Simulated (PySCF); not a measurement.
SMILES C[Si](C)(C)[SiH2][SiH](Cl)Cl (C3H12Cl2Si3), singlet at its GFN2-xTB optimised geometry (Å):

```
20

Si    -0.2349    -2.3942     0.0000
Cl     1.8090    -2.3942     0.0000
Cl    -0.8009    -3.3146     1.7291
Si    -0.9770    -0.1939     0.0000
Si     0.1128     1.1757     1.5719
C      1.8606     1.6149     0.9351
C      0.2881     0.2375     3.2273
C     -0.8540     2.7971     1.8812
H     -0.5767    -3.3655    -1.0384
H     -0.8210     0.2936    -1.3821
H     -2.4388    -0.2405     0.1765
H      2.4152     2.2109     1.6547
H      1.8150     2.1800     0.0087
H      2.4388     0.7162     0.7411
H      0.8692    -0.6714     3.0991
H     -0.6804    -0.0504     3.6264
H      0.7872     0.8384     3.9827
H     -1.8483     2.5947     2.2676
H     -0.3479     3.4362     2.5996
H     -0.9706     3.3655     0.9633
```

Computed with PySCF with PBE0/def2-SVP. Cells within 0.4 Å of a nucleus heavier than hydrogen are left out (blank, or x).

Map of the Laplacian of the electron density (e/bohr⁵) on the plane z = 0.6 Å:

```
|333333333333333333333333333|
|333333333333333333333333333|
|333333333333333333333333333|
|333333333333333333333333333|
|333333333344333333333333333|
|333333333343433333333333333|
|333333333344433334433333333|
|333333333344433444443333333|
|333333333334333442344333333|
|33333333333333343x544333333|
|333333333333333343134333333|
|333333333333333444104333333|
|333333333333233344434333333|
|333333333379333333333333333|
|333333433369333333333333333|
|333333343333333333333333333|
|333333333333333344433333333|
|333333333333333444443333333|
|333333333333773430144333333|
|333333333333993430044333333|
|333333333343343443443333333|
|333333333344444444443333333|
|333333333344443333333333333|
|333333333333333333333333333|
|333333333333333333333333333|
|333333333333333333333333333|
|333333333333333333333333333|
```
Scale: ten equal steps from -0.741 (start of '0') to 1.22 (end of '9'), in the order '0123456789'; x runs from -5.50 to 5.50, y from -5.50 (bottom) to 5.50 (top).
